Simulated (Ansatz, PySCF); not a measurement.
This PySCF input computes a r2SCAN/def2-TZVPD energy:

```python
from pyscf import gto, scf, dft

mol = gto.M(
    atom='''
    C    -1.40547486    0.30099854    0.07374885
    S     0.21935365   -0.50422896   -0.16615706
    O     1.26866513    0.60802811    0.23096221
    H    -1.53048985    0.62032050    1.11720610
    H    -2.19873660   -0.41231802   -0.18333439
    H    -1.49690385    1.18944476   -0.56554948
    ''',
    basis='def2-tzvpd',
    charge=-1,
    spin=0,
    verbose=4,
)

mf = dft.RKS(mol, xc='r2scan').density_fit(auxbasis='def2-universal-jkfit')
mf.grids.level = 4
mf.conv_tol = 1e-9
mf.max_cycle = 100
mf.max_memory = 1500
mf.kernel()
if not mf.converged:
    mf = mf.newton()
    mf.kernel(mf.make_rdm1())
mf.analyze()
```

Write an input for the same energy in Ansatz (a program for electronic structure) and say what it gives.


Ansatz 0.2 input:
```yaml
crystal:
  periodic: [false, false, false]
  atoms:
    - {symbol: C, position_ang: [-1.40547486, 0.30099854, 0.07374885]}
    - {symbol: S, position_ang: [0.21935365, -0.50422896, -0.16615706]}
    - {symbol: O, position_ang: [1.26866513, 0.60802811, 0.23096221]}
    - {symbol: H, position_ang: [-1.53048985, 0.62032050, 1.11720610]}
    - {symbol: H, position_ang: [-2.19873660, -0.41231802, -0.18333439]}
    - {symbol: H, position_ang: [-1.49690385, 1.18944476, -0.56554948]}
basis:
  gaussian:
    orbitals: def2-TZVPD
hamiltonian:
  xc: {name: r2SCAN}
total_charge: -1
output: {forces: true}
```
It gives -513.29581 Eh, and PySCF -513.29589 Eh, a difference of 0.08 mEh, from the treatment of integrals and grids.
